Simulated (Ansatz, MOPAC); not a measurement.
Donor–acceptor adduct: AlH3 (SMILES [AlH3]) (first 4 atoms) with AsH3 (SMILES [AsH3]); geometry from B3LYP-D3(BJ)/def2-TZVP, rigid monomers moved along the line of their centres of mass till Al1···As5 is 3.07 Å.
(charge 0, multiplicity 1):
```xyz
8

Al     0.28220     0.62546     0.56096
H     -0.54048    -0.29261    -0.44148
H     -0.24747     2.09129     0.86980
H      1.81159     0.28936     0.83026
As    -0.79189    -0.65691     3.13433
H     -0.32679    -0.15692     4.48217
H     -0.57278    -2.12838     3.39842
H     -2.27320    -0.63535     3.43137
```

Interaction energies are E(AB) − E(A) − E(B) at the monomers' geometry in the complex; basis-set methods are counterpoise corrected.

The state that PM7 reach isn't checked; PM7 holds dispersion and hydrogen-bond terms.

Programs: Ansatz (a first-principles code) with Gaussian orbitals; MOPAC for PM7 (differences of heats of formation). Values without a source in brackets are computed.

Estimate the interaction energy that PBE0/def2-TZVPPD returns for this input.

-12.6 kcal/mol

Predict the interaction energy from PM7.

-26.1 kcal/mol

Estimate the interaction energy that HF/def2-TZVPPD returns for this input.

-9.4 kcal/mol
